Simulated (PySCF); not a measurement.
Species: CHClF4Si.
Geometry (PBE0-D3(BJ)/def2-SVP, Å), atoms numbered from 1 in this order:
```
atom  x, y, z in Å
F1    -0.571    1.233   -0.582
C2    -0.752    0.232    0.314
Cl3    0.421   -1.080    0.032
Si4   -2.482   -0.489    0.143
F5    -2.698   -1.639    1.228
F6    -2.722   -1.085   -1.315
F7    -3.570    0.651    0.408
H8    -0.552    0.617    1.327
```

Jobs on this species (8 atoms, 74 electrons) with PySCF (density fitting). Hardware of each: one thread, Arm Neoverse V1 (aarch64) (shared host). Other jobs ran on the host; a repeat could differ by tens of per cent or more. Peak memory is the resident size of the whole Python process, interpreter and libraries included.

```
                                                                 level and settings                                                          work  basis functions  SCF cycles  wall time  peak memory
    delta-SCF UKS PBE0, pcX-2 on the ionised atom, pcseg-1 elsewhere, spin-free X2C                                 ΔSCF core ionisation, 7 holes              153           ?          ?            ?
                                                 PBE0-D3(BJ)/def2-SVP, grid level 1  geometry optimisation from a GFN2-xTB start shaken at random              111          67       57 s     0.45 GiB
      delta-SCF UKS HF, pcX-2 on the ionised atom, pcseg-1 elsewhere, spin-free X2C                                 ΔSCF core ionisation, 7 holes              153          91       38 s     0.66 GiB
    delta-SCF UKS SCAN, pcX-2 on the ionised atom, pcseg-1 elsewhere, spin-free X2C                                 ΔSCF core ionisation, 7 holes              153         106       34 s     0.49 GiB
     delta-SCF UKS PBE, pcX-2 on the ionised atom, pcseg-1 elsewhere, spin-free X2C                                 ΔSCF core ionisation, 7 holes              153         106       23 s     0.51 GiB
    delta-SCF UKS SCAN, pcX-1 on the ionised atom, pcseg-1 elsewhere, spin-free X2C                                 ΔSCF core ionisation, 7 holes              133         105       28 s     0.49 GiB
 delta-SCF UKS SCAN, pcX-2 on the ionised atom, pcseg-1 elsewhere, non-relativistic                                 ΔSCF core ionisation, 7 holes              153         106       33 s     0.49 GiB
   delta-SCF UKS B3LYP, pcX-2 on the ionised atom, pcseg-1 elsewhere, spin-free X2C                                 ΔSCF core ionisation, 7 holes              153          95       54 s     0.64 GiB
delta-SCF UKS SCAN, def2-TZVP on the ionised atom, pcseg-1 elsewhere, spin-free X2C                                 ΔSCF core ionisation, 7 holes              130         106       31 s     0.49 GiB
```

Fill in the missing figures.

- delta-SCF UKS PBE0, pcX-2 on the ionised atom, pcseg-1 elsewhere, spin-free X2C; ΔSCF core ionisation, 7 holes: 54 s, 0.64 GiB, 94 SCF cycles

What do all jobs in the table cost together?

About 5.9 min; the longest takes about 16 % of that, and about 2.5 times as long as the shortest.
